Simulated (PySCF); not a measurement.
B(H)(F)(OH) (BFH2O), SMILES OBF. Atoms are numbered in the order given.

```xyz
5

B     -0.4507    -0.0245     0.0000
H     -1.6438    -0.0351     0.0000
F      0.2058    -1.1781     0.0000
O      0.2856     1.1061     0.0000
H     -0.2394     1.9119     0.0000
```
Charge 0, spin multiplicity 1.

The structure is a stationary point at B3LYP-D3(BJ)/def2-TZVP. One conformer was computed; it need not be the lowest.

Level of theory: PySCF with PBE0/pcJ-1.

Isotropic couplings with Fermi-contact, spin-dipole and both spin-orbit terms, one fixed conformer, no vibrational averaging. Isotopes: 11B, 19F, 1H.

| pair | bonds apart | J (Hz) |
|---|---|---|
| B1–H2 | 1 | 174.9 |
| B1–F3 | 1 | [?] |
| B1–H5 | 2 | 0.3 |
| H2–F3 | 2 | [?] |
| H2–H5 | 3 | [?] |
| F3–H5 | 3 | 27.8 |

Task: Fill in the missing entries. (An estimate is asked for; the answer gives what the named calculation found.)

Result: 
- B1–F3, J (Hz): -126.7
- H2–F3, J (Hz): 93.7
- H2–H5, J (Hz): 1.1
